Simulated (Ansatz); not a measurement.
BMe3 (C3H9B). The state is a singlet with charge 0. Geometry PBE0-D4/def2-SVP.

```xyz
13

B     0.001    0.003   -0.012
C    -0.087    1.532    0.349
C    -1.310   -0.808   -0.329
C     1.399   -0.721   -0.035
H    -0.720    1.653    1.248
H    -0.626    2.077   -0.447
H     0.873    2.037    0.533
H    -1.405   -1.637    0.396
H    -1.216   -1.306   -1.311
H    -2.246   -0.229   -0.317
H     1.381   -1.787   -0.307
H     1.875   -0.622    0.958
H     2.081   -0.192   -0.725
```

Estimate the orbital energies around the gap (eV) in Ansatz with PBE-D4/def2-SVP, revPBE-D4/def2-TZVP, B97M-V/def2-TZVP, PBE0-D4/def2-SVP, PBE0-D4/def2-TZVP.


```
orbital  PBE-D4/def2-SVP  revPBE-D4/def2-TZVP  B97M-V/def2-TZVP  PBE0-D4/def2-SVP  PBE0-D4/def2-TZVP
 HOMO−9           -16.21               -16.47            -17.68            -18.57             -18.81
 HOMO−8           -10.36               -10.50            -11.09            -12.12             -12.25
 HOMO−7            -9.88                -9.95            -10.45            -11.46             -11.54
 HOMO−6            -9.83                -9.91            -10.43            -11.46             -11.54
 HOMO−5            -9.83                -9.91            -10.43            -11.44             -11.50
 HOMO−4            -9.00                -9.08             -9.57            -10.50             -10.57
 HOMO−3            -8.99                -9.08             -9.57            -10.50             -10.57
 HOMO−2            -8.61                -8.70             -9.19            -10.14             -10.21
 HOMO−1            -6.99                -7.06             -7.49             -8.43              -8.49
   HOMO            -6.99                -7.06             -7.49             -8.43              -8.49
   LUMO            -1.08                -1.09             -0.76             -0.08              -0.16
 LUMO+1             0.91                 0.15              0.21              1.72               0.81
 LUMO+2             2.35                 1.46              1.61              3.24               2.17
 LUMO+3             2.35                 1.46              1.61              3.24               2.17
 LUMO+4             3.02                 2.18              2.37              3.97               2.88
 LUMO+5             3.03                 2.44              2.59              3.98               3.15
```
